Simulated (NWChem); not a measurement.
# AlBr2F; SMILES [F][Al]([Br])[Br]

```xyz
4

Al     0.0000     0.0000     0.6545
F      0.0000     0.0000     2.3079
Br    -1.9481     0.0000    -0.4183
Br     1.9481     0.0000    -0.4183
```
Atoms are numbered in this order, from 1.

Geometry: optimised at PBE0/def2-SVP.

Symmetry labels are those of C2v in the frame above (b1 and b2, or b-type labels, depend on it).

### Question
List the 4 lowest vertical singlet excitations from B3LYP/def2-SVPD, TDA (NWChem).

### Answer
```
state  energy (eV)  oscillator strength  symmetry  leading excitation (squared amplitude)
-----  -----------  -------------------  --------  --------------------------------------
S1            5.70                0.015        b1                      HOMO → LUMO (0.99)
S2            5.91                0.000        a2                    HOMO−1 → LUMO (0.99)
S3            6.15                0.000        a2                    HOMO → LUMO+1 (1.00)
S4            6.22                0.035        a1                    HOMO−2 → LUMO (0.99)
```
